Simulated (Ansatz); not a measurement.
Ansatz (a first-principles code) input (CAM-B3LYP/def2-TZVPD):

Ansatz 0.2 input:
```yaml
crystal:
  periodic: [false, false, false]
  atoms:
    - {symbol: Ge, position_ang: [-0.00000000, 0.00000000, -0.00000000]}
    - {symbol: H, position_ang: [-0.88257558, -1.24273075, -0.02355332]}
    - {symbol: H, position_ang: [-0.63495431, 1.38589484, 0.00161732]}
    - {symbol: H, position_ang: [1.51752989, -0.14316410, 0.02193600]}
basis:
  gaussian:
    orbitals: def2-TZVPD
hamiltonian:
  xc: {name: CAM-B3LYP}
total_charge: 1
output: {forces: true}
```

Output:

```
Functional definition: CAM-B3LYP
integrals: 0.02 GiB planned
567 factors; their error is unknown
integrals: 0.05 GiB planned
220 factors; integrals over basis functions are off by at most 1.0e-5 eV
mean field: 0.23 GiB planned
mean field evaluation 1: about -56560.4347 eV, gradient 1.1e1 eV
mean field evaluation 2: about -56560.5694 eV, gradient 7.2e0 eV
mean field evaluation 4: about -56560.5990 eV, gradient 4.3e-2 eV
mean field evaluation 8: about -56560.7716 eV, gradient 1.8e-3 eV
mean field -56560.77161517 eV, -2078.5700185895 hartree, gradient 1.5e-5 eV, S^2 0.000000; 0 other end points of the search recorded, 0 dependent functions left out
the calculation of the forces begins
reference -56560.77170244 eV, -2078.5700217965 hartree; 17, 17 occupied and 64, 64 virtual orbitals, 567 factors
Total energy: -56560.77170244 eV, -2078.5700217965 hartree
Atom 0 at    -0.000000     0.000000    -0.000000 Å, force     0.000012     0.000016     0.000000 eV/Å
Atom 1 at    -0.882576    -1.242731    -0.023553 Å, force     0.075725     0.106626     0.002021 eV/Å
Atom 2 at    -0.634954     1.385895     0.001617 Å, force     0.054439    -0.118894    -0.000139 eV/Å
Atom 3 at     1.517530    -0.143164     0.021936 Å, force    -0.130176     0.012251    -0.001882 eV/Å
Dipole moment:    -0.000000    -0.000000    -0.000000 e Å
```
